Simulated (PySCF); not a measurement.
AlH₃O₃, SMILES [OH][Al]([OH])[OH].

Geometry optimised at B3LYP-D3(BJ)/def2-SVP. The isomer is the one that the SMILES or the coordinates give; other isomers of the formula were not compared. Other conformers were not sampled.

Computed with IEF-PCM-PBE0/def2-SVP in PySCF 2.14.0.

The values are the electrostatic part of the solvation free energy, E(continuum) − E(gas) at the gas-phase geometry, in a cavity of scaled van der Waals radii (PySCF's table); cavitation and dispersion terms are not included. A continuum can't describe solvent molecules that bind to the metal. In vacuum the orbital gap is 8.44 eV. The dipole moment in vacuum is 0.00 D.

Computed values in water (ε = 78.36), 2-propanol (ε = 19.26), acetonitrile (ε = 35.69):
```tsv
solvent	ε	ΔG(elec) (kcal/mol)	dipole (D)	gap (eV)
water	78.36	-10.4	0.00	8.61
2-propanol	19.26	-9.8	0.00	8.60
acetonitrile	35.69	-10.2	0.00	8.61
```
